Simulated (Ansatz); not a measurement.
CaCl2, SMILES [Cl][Ca][Cl]. Atoms are numbered in the order given.

```xyz
3

Ca     0.0000     0.0000    -0.0461
Cl     0.0000    -2.4604    -0.0476
Cl     0.0000     2.4604    -0.0476
```

Geometry: r2SCAN-D4/def2-TZVP. The isomer is the one that the SMILES or the coordinates give; other isomers of the formula were not compared.

Two levels are set side by side: PBE-D3(BJ)/def2-TZVP (Ansatz, a first-principles code) and r2SCAN-D4/def2-TZVP (Ansatz). Each level has its own optimised geometry; the coordinates shown are those of the second. Differences are taken from unrounded values.

| quantity | r2SCAN-D4 | PBE-D3(BJ) | PBE-D3(BJ) minus r2SCAN-D4 |
|---|---|---|---|
| mean bond length (Å) | 2.460 | 2.459 | -0.002 |
| bond Ca1–Cl2 (Å) | 2.460 | 2.459 | -0.002 |
| bond Ca1–Cl3 (Å) | 2.460 | 2.459 | -0.002 |

On these quantities the two levels nearly agree.
